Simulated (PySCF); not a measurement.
Se(Cl)(NMe2) (C2H6ClNSe), SMILES N(C)([Se]Cl)C.

Geometry: B3LYP-D3(BJ)/def2-SVP. One conformer was computed; it need not be the lowest.

All values below come from HF/def2-TZVP (PySCF).

Symmetry labels are those of the subgroup Cs that the program uses (full group Cs).

Computed valence orbital energies around the gap with their symmetry:
```csv
orbital,symmetry,energy (eV)
HOMO−7,A",-15.31
HOMO−6,A",-14.63
HOMO−5,A',-14.53
HOMO−4,A',-13.17
HOMO−3,A",-12.73
HOMO−2,A',-11.91
HOMO−1,A',-10.59
HOMO,A",-9.55
LUMO,A',1.53
LUMO+1,A',3.53
LUMO+2,A',3.74
LUMO+3,A",4.82
```
